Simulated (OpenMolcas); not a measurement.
A calculation on Cr.

```json
{
 "Program": "OpenMolcas 26.06",
 "Method": "CASSCF",
 "Basis": "ANO-RCC-VQZP [7s6p4d3f2g1h]",
 "Scalar Hamiltonian": "DKH2, point nucleus",
 "Active space": "6 electrons in 6 orbitals (3d 4s)",
 "State averaging": "2S+1 = 7 even, 1 root; 2S+1 = 5 even, 23 roots kept (CI in the orbitals of an earlier block); 2S+1 = 3 even, 9 roots kept (CI in the orbitals of an earlier block)",
 "Spin-orbit coupling": "state interaction with AMFI integrals over the reference wave functions, term energies averaged over their components"
}
```

Which level of the active space comes out lowest?

3d5 4s 7S3, with 100 % of that term; it is also the measured ground level.

How high does 3d4 4s2 5D1 lie?

24702 cm-1 above the lowest level; measured 7811 cm-1 above the ground level, so the calculation is off by +216 %.

How high does 3d4 4s2 5D2 lie?

24800 cm-1 above the lowest level; measured 7927 cm-1 above the ground level, so the calculation is off by +213 %.

How high does 3d4 4s2 5D3 lie?

24948 cm-1 above the lowest level; measured 8095 cm-1 above the ground level, so the calculation is off by +208 %.

Measured values: NIST Handbook of Basic Atomic Spectroscopic Data.

Without dynamic correlation excited terms often stand tens of per cent too high (terms of higher spin than the ground term too low), and those without a measured partner can miss by more than the paired ones. Terms from blocks run as CI alone lack orbitals of their own. A single d shell beside an s shell can misplace configurations of different d count against each other. Computed and measured levels are paired by configuration, term and J; levels that our copy of the source lacks, or whose pairing is in doubt (as where it misses far off the trend of its configuration), stay unpaired and out of the deviations. Levels of configurations outside the active space are missing.
